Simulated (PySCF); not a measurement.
Molecule: SMILES C=CC[C@@H]1CC[S@@]1=O, C6H10OS.

Geometry (Å), atoms numbered from 1 in this order:
```xyz
18

C     2.5241   -0.3377   -0.9931
C     1.9762    0.2544    0.0508
C     0.7247    1.0738   -0.0044
C    -0.3835    0.4332    0.8064
C    -0.8069   -0.9804    0.4066
C    -2.3115   -0.7391    0.4478
S    -2.0920    1.1145    0.4001
O    -2.0704    1.5281   -1.0003
H     2.1006   -0.2506   -1.9804
H     3.4234   -0.9240   -0.9109
H     2.4190    0.1537    1.0337
H     0.9225    2.0752    0.3891
H     0.3810    1.1762   -1.0369
H    -0.2321    0.5387    1.8805
H    -0.4715   -1.2048   -0.6057
H    -0.4486   -1.7702    1.0686
H    -2.7755   -1.0133    1.3910
H    -2.8883   -1.1214   -0.3879
```

Frames of a GFN2-xTB Langevin trajectory at 400 K; GIAO PBE0/pcSseg-1 shieldings in PySCF 2.14, gas phase, non-relativistic; equivalent atoms averaged within each frame.

References, each an isolated molecule treated in the same way: 13C (186.93 ppm), 1H (31.72 ppm) against TMS; 33S (503.73 ppm) vs CS2; 17O (336.08 ppm) vs H2O. The references are static minima.

Problem. How do the shifts (ppm) fluctuate along the trajectory?

Solution. 
```tsv
time (fs)	C2	C1	C4	C6	C3	C5	S7	O8	H11	H9
250	153.0	130.1	62.8	46.3	37.4	30.6	326	61.1	6.48	5.46
425	154.5	132.9	70.0	50.2	37.3	15.7	316	103.4	6.79	6.28
625	151.7	134.6	61.0	58.8	34.1	21.6	324	100.6	6.46	5.97
800	143.0	124.8	61.0	42.1	29.9	19.7	278	96.3	6.29	6.53
1000	137.6	117.1	67.8	55.3	30.1	19.0	311	106.4	6.55	5.77
mean of frames	148.0	127.9	64.5	50.5	33.8	21.3	311	93.5	6.51	6.00
standard deviation	7.3	7.1	4.1	6.7	3.7	5.6	19	18.5	0.18	0.42
```

5 frames give an uncertainty of the mean of about the standard deviation over 2.2 at best, since frames this close in time may not be independent; classical motion lacks zero-point vibration, and the reference would need the same averaging.
